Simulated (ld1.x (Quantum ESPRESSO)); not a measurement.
**As, ultrasoft: configuration errors across variants**

As, ultrasoft, made with ld1.x (Quantum ESPRESSO) 7.5 (PBE, scalar-relativistic). Core [Ar], reference 3d10 4s2 4p2 (charge +1). Waves: 4s (bound): rcut 1.30, rcutus 1.45 bohr; 4s channel at -0.9 Ry: rcut 1.30, rcutus 1.45 bohr; 4p (bound): rcut 1.50, rcutus 1.95 bohr; 4p channel at 0.45 Ry: rcut 1.50, rcutus 1.95 bohr; 3d (bound): rcut 1.15, rcutus 1.40 bohr; 3d channel at -3.1 Ry: rcut 1.15, rcutus 1.40 bohr. Local part: all-electron potential smoothed inside 1.10 bohr (lloc = -2). Core correction: Bessel-smoothed model core inside 0.95 bohr. Augmentation charge: PSQ, inside the norm-conserving radii.

All-electron excitation energies from the reference (eV): (1) 3d10 4s2 4p3 -9.149; (2) 3d10 4s2 4p1 17.918; (3) 3d10 4s2 4p0 45.621; (4) 3d10 4s0 4p5 9.907.

4 further variants failed, have other tests or too few solved ones, and are left out.

Errors AE − PS in meV (a dash: test not solved or not reliable):

| change | (1) | (2) | (3) | (4) | bound ghosts |
| --- | --- | --- | --- | --- | --- |
| base | +1.3 | -3.1 | -10 | -5.9 | none |
| waves 4s (bound): rcut 1.30, rcutus 1.48 bohr; 4s channel at -0.9 Ry: rcut 1.30, rcutus 1.48 bohr | +1.3 | -3.1 | -10 | -4.9 | none |
| waves 4s (bound): rcut 1.30, rcutus 1.60 bohr; 4s channel at -0.9 Ry: rcut 1.30, rcutus 1.60 bohr | +1.3 | -3.1 | -10 | -2.9 | none |
| waves 4s (bound): rcut 1.30, rcutus 1.80 bohr; 4s channel at -0.9 Ry: rcut 1.30, rcutus 1.80 bohr | +1.3 | -3.0 | -9.8 | -1.5 | none |
| waves 4s (bound): rcut 1.30, rcutus 1.94 bohr; 4s channel at -0.9 Ry: rcut 1.30, rcutus 1.94 bohr | +1.3 | -3.0 | -9.7 | -1.0 | none |
| waves 4s (bound): rcut 1.30, rcutus 2.06 bohr; 4s channel at -0.9 Ry: rcut 1.30, rcutus 2.06 bohr | +1.3 | -3.0 | -9.4 | -0.7 | none |

Task: Give the same row for: waves 4s (bound): rcut 1.30, rcutus 2.20 bohr; 4s channel at -0.9 Ry: rcut 1.30, rcutus 2.20 bohr.

Result: +1.3, -3.0, -9.1, -0.7; bound ghosts: none.
